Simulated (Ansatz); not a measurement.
Consider the hydrogenolysis of the Si–C bond: `C[Si]1(F)CS1` + H₂ → `F[SiH]1CS1` + CH₄.

Program: Ansatz. Geometries: PBE0-D4/def2-TZVP. ΔE: electronic, gas phase. CCSD(T)/CBS is the MP2 limit (def2-TZVPP, def2-QZVPP) plus CCSD(T) − MP2 in def2-TZVPP, frozen cores. This one scheme is used for every species. DFT in def2-TZVPP. B3LYP here is the variant with VWN-RPA as its local correlation; programs differ in this.

`C[Si]1(F)CS1`:

Cartesian coordinates in Å:
```
C 0.055 0.326 -1.560
Si 0.375 -0.433 0.089
F 1.885 -0.942 0.129
C -0.347 0.146 1.660
S -1.057 -1.521 1.108
H 0.778 1.119 -1.765
H 0.142 -0.426 -2.347
H -0.953 0.743 -1.588
H -1.100 0.927 1.693
H 0.222 0.060 2.581
```

H₂:

Z-matrix (Å, degrees):
```
H
H 1 0.746
```

`F[SiH]1CS1`:

Z-matrix (Å, degrees):
```
Si
C 1 1.822
S 1 2.060 2 57.9
F 1 1.589 2 119.1 3 -109.5
H 1 1.471 2 123.7 3 108.7
H 2 1.086 1 121.8 3 -103.6
H 2 1.086 1 119.6 3 103.5
```

CH₄:

```xyz
5

C     0.000    0.000    0.000
H     0.668    0.388    0.768
H     0.441    0.166   -0.982
H    -0.959    0.514    0.059
H    -0.150   -1.068    0.155
```

CCSD(T)/CBS gives -12.8 kJ/mol.

(1) Another level gave -11.6 kJ/mol. Which?
A. CCSD/def2-TZVPP
B. HF/def2-TZVPP
C. B3LYP/def2-TZVPP
D. ωB97M-V/def2-TZVPP

Largest T1 diagnostic among the species: 0.012.

## Answers

(1) D. ωB97M-V -11.6, CCSD/def2-TZVPP -18.3, B3LYP -24.2, HF/def2-TZVPP -34.7 kJ/mol.

The D4 term adds +9.4 kJ/mol with B3LYP and +5.3 kJ/mol with PBE0; it sums over pairs of atoms, weighted by their polarisabilities, and B3LYP, whose exchange is more repulsive, gets the larger term. In def2-TZVPP, CCSD(T) changes the Hartree–Fock value by +20.3 kJ/mol (the triples alone add +3.9 kJ/mol) and MP2 by +25.4 kJ/mol.
